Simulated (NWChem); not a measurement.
# LiOH; SMILES [OH][Li]

```xyz
3

Li    -0.7681    -0.7187    -0.6607
O      0.1917     0.1794     0.1649
H      0.7808     0.7305     0.6716
```
Atoms are numbered in this order, from 1.

All runs use the structure optimised with PBE0/def2-SVP.

 States above −ε(HOMO) = 4.9 eV lie in this functional's continuum and hang on the basis.

Task: List the 4 lowest vertical singlet excitations from PBE/def2-SVPD, TDA (NWChem).

Result: 
| state | energy (eV) | oscillator strength | leading excitation (squared amplitude) |
|---|---|---|---|
| S1 | 3.52 | 0.026 | HOMO−1 → LUMO (1.00) |
| S2 | 3.52 | 0.026 | HOMO → LUMO (1.00) |
| S3 | 5.23 | 0.000 | HOMO−1 → LUMO+2 (0.42) |
| S4 | 5.23 | 0.000 | HOMO → LUMO+2 (0.42) |
